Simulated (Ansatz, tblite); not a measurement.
Cost and result up the ladder for `CN(C)c1ccc(/C=C/c2ccc(/C=C/c3ccc(/C=C/C#N)s3)s2)s1` (44 atoms). Total charge 0; singlet. Geometry: PBE-D4/def2-SVP.

```xyz
44

C     5.4992   -1.6688    6.9426
N     4.7381   -1.8891    5.7284
C     5.2892   -2.7403    4.6923
C     3.7500   -0.9932    5.4144
C     3.2282    0.0435    6.2020
C     2.1833    0.7414    5.5540
C     1.8879    0.2884    4.2651
C     0.9083    0.7952    3.3585
C     0.6462    0.3388    2.0870
C    -0.3389    0.8826    1.1966
C    -1.2480    1.9405    1.3723
C    -2.0575    2.1776    0.2463
C    -1.8039    1.3163   -0.8347
C    -2.4543    1.3109   -2.1077
C    -2.1846    0.4628   -3.1568
C    -2.8489    0.4733   -4.4289
C    -3.8874    1.2932   -4.9129
C    -4.2756    0.9939   -6.2295
C    -3.5536   -0.0638   -6.8071
C    -3.6516   -0.6574   -8.1106
C    -4.5234   -0.2822   -9.1023
C    -4.5621   -0.9185  -10.3696
N    -4.6073   -1.4362  -11.4269
S    -2.3778   -0.6730   -5.6605
S    -0.5233    0.1938   -0.4065
S     2.9539   -1.0587    3.8468
H     6.1474   -2.5446    7.1323
H     6.1417   -0.7578    6.8884
H     4.8199   -1.5548    7.8124
H     5.8964   -3.5415    5.1546
H     4.4698   -3.2256    4.1207
H     5.9294   -2.1846    3.9654
H     3.5922    0.2842    7.2078
H     1.6412    1.5833    6.0080
H     0.3249    1.6446    3.7533
H     1.2370   -0.5113    1.7036
H    -1.3126    2.5199    2.3032
H    -2.8259    2.9623    0.1943
H    -3.2409    2.0759   -2.2231
H    -1.3924   -0.2943   -3.0240
H    -4.3446    2.0890   -4.3095
H    -5.0697    1.5319   -6.7658
H    -2.9611   -1.4896   -8.3270
H    -5.2389    0.5423   -8.9467
```

Ansatz on 2 threads of AMD EPYC 7R13 on a shared host and a share (18 GiB) of an NVIDIA H100 80GB HBM3; xTB runs through tblite on one thread. Times are rough, summed over both states, and most runs start from the orbitals of an earlier one. PBE0-D4/def2-TZVP serves as the yardstick here, not as an exact answer. The other state is a doublet.

The xTB rows come from tblite. Single mean-field runs in def2-TZVP are fitted with def2-universal-jkfit.

Run but left out: PBE-QIDH/def2-TZVP (charge +1 doublet: ⟨S²⟩ 1.69, where a pure state has 0.75).

Raw xTB energies of ions are shifted by several eV.

```
            level  functions  wall time
         GFN2-xTB        137     0.22 s
         GFN1-xTB        155     0.27 s
 PBE-D4/def2-TZVP        932       30 s
PBE0-D4/def2-TZVP        932       40 s
```

Question: Estimate what each level gives for the vertical IE (eV).

Answer: 
```json
{"level": "GFN2-xTB", "vertical IE (eV)": "10.87", "difference from PBE0-D4/def2-TZVP (eV)": "4.89"}
{"level": "GFN1-xTB", "vertical IE (eV)": "11.57", "difference from PBE0-D4/def2-TZVP (eV)": "5.58"}
{"level": "PBE-D4/def2-TZVP", "vertical IE (eV)": "5.84", "difference from PBE0-D4/def2-TZVP (eV)": "-0.15"}
{"level": "PBE0-D4/def2-TZVP", "vertical IE (eV)": "5.99", "difference from PBE0-D4/def2-TZVP (eV)": "0.00"}
```
